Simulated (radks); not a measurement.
The numbers below are computed, except where a source is named.
Question: The cadmium ion Cd44+, [He] 2s2. Level of theory: non-relativistic Kohn-Sham, LDA (Slater exchange, Perdew-Wang correlation), spin-polarised, spherical densities, point nucleus (a radial shooting solver on a logarithmic mesh with Libxc functionals). Every spin shell is full or empty, so the densities are truly spherical. Functionals are evaluated on that one density, not self-consistently. Rank these exchange functionals by their error against the exact value of the orbitals, and give that value: LDA, B88, PBE, RPBE, OPTX, revTPSS, SCAN, r2SCAN, MS2, Tao-Mo, MVS.

Answer: Exact: -38.6906 hartree. From best to worst, with 100 (|E| - |E exact|)/|E exact| (equal figures are ties): OPTX 0.00, B88 -0.08, revTPSS +0.35, SCAN -0.47, MS2 +0.54, RPBE +0.57, r2SCAN -0.57, Tao-Mo +0.73, MVS -0.81, PBE -0.89, LDA -12.38.
